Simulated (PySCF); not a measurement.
# Working out the ionisation energy of Xe²⁺

Xe²⁺ [Kr] 4d10 5s2 5p4 (3P) → Xe³⁺ [Kr] 4d10 5s2 5p3 (4S). Calculation: PySCF 2.14, in def2-SVP with the def2 core potential (28 electrons) (6s5p3d2f, 50 functions); a scalar-relativistic core potential. Frozen: 4s2 4p6 4d10. Energies in hartree (1 hartree = 27.21139 eV):

```
            part  Xe²⁺ (lower)  Xe³⁺ (upper)
             UHF   -327.139218   -326.059412
CCSD correlation     -0.108143     -0.081002
             (T)     -0.002571     -0.001857
```

Problem. What does Hartree-Fock give?

Solution. (-326.059412) − (-327.139218) = 1.079806 hartree = 29.383 eV.

Problem. What do CCSD and CCSD(T) give?

Solution. The CCSD correlation energies differ by 0.027141 hartree = 0.739 eV and the triples by 0.000714 hartree = 0.019 eV, so CCSD gives 30.122 eV and CCSD(T) 30.141 eV.

Reference: 31.05 ± 0.04 eV (semi-empirical (NIST evaluation); NIST Atomic Spectra Database, ionization energies), between the lowest levels; spin-orbit coupling is absent from the calculation.

A double-zeta basis recovers only part of the correlation energy.

What remains against the reference includes basis incompleteness, the frozen core and higher excitations.
